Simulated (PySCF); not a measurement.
Species: C₅H₃BrO₂.
Atom-mapped SMILES: `[CH:1]#[C:2][C:3](=[O:4])[O:5][C:6](=[CH2:7])[Br:8]` (hydrogens: H9 on C1; H10, H11 on C7)

Method: PBE0-D3(BJ)/def2-SVP geometry optimisation, gas phase (PySCF); density fitting, grid level 1; the optimiser is geomeTRIC in internal coordinates, started from a GFN2-xTB structure with every atom displaced at random (about 0.01 Å).

Step 0: E = -79337.1730 eV
```
atom  x, y, z in Å  |  force x, y, z in eV/Å
C1      3.1918    0.4605   -0.1743   -0.886  -0.492  -0.013
C2      2.2020   -0.2336   -0.2195    0.029   0.093  -0.029
C3      1.0603   -1.1265   -0.2705    1.198   0.049   0.098
O4      1.1813   -2.3162   -0.2358   -0.570  -0.181  -0.038
O5     -0.0583   -0.3966   -0.3507   -0.305  -0.017  -0.019
C6     -1.3086   -0.9255   -0.4036   -0.195   0.698  -0.064
C7     -1.6800   -2.1936   -0.4010   -0.908  -0.140   0.009
Br8    -2.5332    0.5165   -0.4997    0.045  -0.243   0.010
H9      4.0087    1.1209   -0.1252    0.874   0.561   0.032
H10    -0.9804   -2.9988   -0.3377    0.665  -0.467   0.026
H11    -2.7423   -2.4425   -0.4474    0.052   0.139  -0.012
```

Step 1: E = -79337.2223 eV
```
atom  x, y, z in Å  |  force x, y, z in eV/Å
C1      3.1785    0.4897   -0.1675    0.385   0.205  -0.002
C2      2.2300   -0.2548   -0.2261   -0.242  -0.049   0.017
C3      1.0901   -1.1400   -0.2712   -0.466   0.089  -0.024
O4      1.1292   -2.3329   -0.2313    0.168  -0.167   0.009
O5     -0.0494   -0.3975   -0.3616    0.184   0.037  -0.010
C6     -1.3081   -0.9180   -0.4082    0.110  -0.163   0.019
C7     -1.6933   -2.1937   -0.3954    0.116  -0.076  -0.012
Br8    -2.5495    0.4868   -0.4965   -0.055   0.138  -0.004
H9      4.0347    1.1447   -0.1208   -0.105  -0.082  -0.001
H10    -0.9639   -3.0029   -0.3460   -0.049   0.085   0.004
H11    -2.7572   -2.4168   -0.4407   -0.046  -0.016   0.004
```

Question: Estimate the geometry and energy of step 2. (The exact step hangs on the optimiser's Hessian estimate; all steps are aligned on step 1, rigid shifts and turns removed.)

Answer: E = -79337.2258 eV, largest force 0.236 eV/Å
```
atom  x, y, z in Å  |  force x, y, z in eV/Å
C1      3.1845    0.4798   -0.1671    0.013  -0.073  -0.017
C2      2.2193   -0.2481   -0.2239   -0.057   0.227   0.026
C3      1.0727   -1.1279   -0.2703    0.072   0.076  -0.026
O4      1.1465   -2.3208   -0.2310   -0.177  -0.078   0.001
O5     -0.0635   -0.3879   -0.3645    0.189  -0.119   0.008
C6     -1.3176   -0.9167   -0.4105   -0.095  -0.059   0.008
C7     -1.6896   -2.1963   -0.3970    0.021   0.051  -0.005
Br8    -2.5663    0.4914   -0.4967    0.023  -0.012   0.000
H9      4.0506    1.1159   -0.1208    0.003   0.003   0.003
H10    -0.9443   -2.9871   -0.3448   -0.002  -0.022   0.001
H11    -2.7511   -2.4378   -0.4385    0.010   0.006   0.001
```

The energy changes by -0.0035 eV. The first-order estimate −F·Δx gives -0.0124 eV and the mean of the old and new forces, exact on a quadratic surface, -0.0036 eV. The step makes an angle of 76° with the force vector and moves no atom by more than 0.033 Å.

What follows is the cost of the whole optimisation. The run took 2.7 min wall on one thread, Arm Neoverse N1 (aarch64), no GPU (shared host), and the process peaked at 0.61 GiB of memory.
